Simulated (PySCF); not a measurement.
**Ionisation energy of Te³⁶⁺ by level of theory**

Te³⁶⁺ [Ne] 3s2 3p4 (3P) → Te³⁷⁺ [Ne] 3s2 3p3 (4S), as a difference of total energies. All numbers are calculated (PySCF 2.14, scalar relativity by spin-free X2C-1e, in an uncontracted even-tempered set (18 s from 5.6 bohr⁻², ratio 2.5; 12 p from 7.3 bohr⁻², ratio 2.5; 5 d from 33 bohr⁻², ratio 2.7; 4 f from 50 bohr⁻², ratio 2.7)). Correlated levels: outer shells: 1s2 frozen; virtual orbitals above 40 to 60 times the deepest correlated orbital energy dropped. The calculations carry no spin-orbit coupling.

| method | ionisation energy (eV) |
| --- | --- |
| UHF | 2482.2 |
| MP2 (outer shells) | 2483.3 |
| SCS-MP2 (outer shells) | 2483.3 |
| CCSD (outer shells) | 2483.3 |
| CCSD(T) (outer shells) | 2483.3 |

Spin-orbit coupling is strong in these open shells (close to jj coupling). The scalar numbers leave it out and a first-order estimate fails, so it can dominate the gap to the real levels.

Breit and QED terms and the two-electron picture change are absent.

For comparison: 2472 ± 5 eV (theoretical estimate listed by NIST; NIST Atomic Spectra Database, ionization energies).
